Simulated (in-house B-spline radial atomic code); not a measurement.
How numerical settings move a run on Ca, [Ar] 4s2. Computed with a B-spline radial code for spherical atoms: non-relativistic M06-2X, spin-polarised, spherical fractional occupations, point nucleus.

Command:
```bash
python run_scf.py task.json out
```
Settings of the sound reference run:
```
Z                20
electrons        20
configuration    [Ar] 4s2
hamiltonian      nr
method           m062x
spin_polarised   True
knot_spacing     0.22
spline_order     8
gauss_points     12
box_radius       50
max_iterations   70
damping          0.5
damped_steps     3
diis_vectors     10
tolerance        1e-08
start            Thomas-Fermi
```

Run time, properties included: 0.32 s on 1 thread of Arm Neoverse V1, with other jobs on the host.

It converges in 10 iterations to -677.583789 hartree, with 4s up at -4.90748 eV. The other runs change the listed settings, some to values that make no sense; their results aren't properties of the atom or ion. Radii are in bohr (the nuclear one in fm), a minus after a letter asks for a j subshell, and «unchanged» means within 1e-8 hartree. The run stops when the residual is below 10 × tolerance × max(1, Z/10), or a noise floor if that is larger, and the energy moves by less than 1e-8 × √|E| hartree; so very loose and very tight tolerances often act alike.

| changed settings | outcome |
| --- | --- |
| knot_spacing = 2, spline_order = 4, first_knot = 5e-05, max_iterations = 75 | converged in 7 iterations, energy +1.53e+02 hartree from the reference, 4s up level +4.4e-01 eV |
| spline_order = 10, max_iterations = 75, damping = 0 | converged in 9 iterations, energy +5.73e-04 hartree from the reference, 4s up level -2.2e-02 eV |
| spline_order = 4, max_iterations = 60, diis_vectors = 2 | converged in 12 iterations, energy +1.48e-03 hartree from the reference, 4s up level -6.2e-02 eV |
| spline_order = 6 | converged in 11 iterations, energy +3.23e-04 hartree from the reference, 4s up level -2.2e-02 eV |
| spline_order = 5 | converged in 10 iterations, energy +2.71e-04 hartree from the reference, 4s up level -3.7e-03 eV |
| diis_vectors = 1 | converged in 16 iterations, energy unchanged, 4s up level -9.5e-07 eV |
| tolerance = 1e-06 | converged in 8 iterations, energy unchanged, 4s up level +1.2e-05 eV |
| hamiltonian = dirac, method = hf, spin_polarised = False, nucleus = fermi, rms_radius = 3.4776, mass_number = 40, atomic_mass = 39.96259, speed_of_light = 15.00544 | stopped with error: Z/c is past the critical charge |
| diis_vectors = 20 | converged in 10 iterations, energy unchanged |
| spline_order = 4 | converged in 10 iterations, energy +1.48e-03 hartree from the reference, 4s up level -6.2e-02 eV |
| spline_order = 7 | converged in 10 iterations, energy +8.44e-04 hartree from the reference, 4s up level -3.2e-02 eV |

Problem. What happens with spline_order = 10?

Solution. Converged in 10 iterations, energy +5.73e-04 hartree from the reference, 4s up level -2.2e-02 eV.

Problem. What happens with tolerance = 1e-13?

Solution. Converged in 12 iterations, energy unchanged, 4s up level -8.1e-07 eV.

Problem. What happens with tolerance = 1e-05?

Solution. Converged in 7 iterations, energy unchanged, 4s up level +5.9e-06 eV.

Problem. What happens with spline_order = 3?

Solution. Converged in 10 iterations, energy +1.33e-02 hartree from the reference, 4s up level +2.0e-02 eV.
